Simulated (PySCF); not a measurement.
C3H9NSi.

```xyz
14

C      0.2749     2.6984     0.0000
N      0.3653     1.2601     0.0000
C     -0.7119     0.5743     0.0000
Si    -0.5974    -1.3158     0.0000
C      1.2012    -1.8282     0.0000
H      0.8074     3.0949     0.8812
H      0.8074     3.0949    -0.8812
H     -0.7656     3.0859     0.0000
H     -1.7081     1.0860     0.0000
H     -1.3267    -1.8344    -1.2024
H     -1.3267    -1.8344     1.2024
H      1.7084    -1.4184     0.8869
H      1.3171    -2.9230     0.0000
H      1.7084    -1.4184    -0.8869
```
Charge 0, spin multiplicity 1.

Coordinates come from a r2SCAN-D4/def2-SVP optimisation. The structure was generated by enumeration; whether it is a known compound was not checked. Other conformers were not sampled.

Computed with PBE0/pcSseg-1 (PySCF). Non-relativistic, no solvent.

Computed absolute GIAO shielding of each atom: isotropic value and principal components (ppm):
| atom | σ(iso) | σ11 | σ22 | σ33 | span |
|---|---|---|---|---|---|
| C1 | 125.7 | 91.7 | 109.2 | 176.3 | 84.6 |
| N2 | -185.0 | -613.8 | -208.9 | 267.8 | 881.6 |
| C3 | 2.2 | -86.4 | -14.1 | 106.9 | 193.3 |
| Si4 | 400.3 | 360.2 | 390.0 | 450.7 | 90.5 |
| C5 | 194.1 | 187.0 | 195.5 | 199.7 | 12.8 |
| H6 | 27.2 | 24.7 | 26.3 | 30.5 | 5.8 |
| H7 | 27.2 | 24.7 | 26.3 | 30.5 | 5.8 |
| H8 | 28.4 | 26.6 | 27.2 | 31.4 | 4.8 |
| H9 | 22.6 | 21.1 | 22.9 | 23.9 | 2.8 |
| H10 | 26.9 | 24.1 | 25.2 | 31.6 | 7.5 |
| H11 | 26.9 | 24.1 | 25.2 | 31.6 | 7.5 |
| H12 | 30.8 | 26.5 | 28.2 | 37.8 | 11.3 |
| H13 | 31.2 | 26.7 | 28.1 | 38.9 | 12.2 |
| H14 | 30.8 | 26.5 | 28.2 | 37.8 | 11.3 |
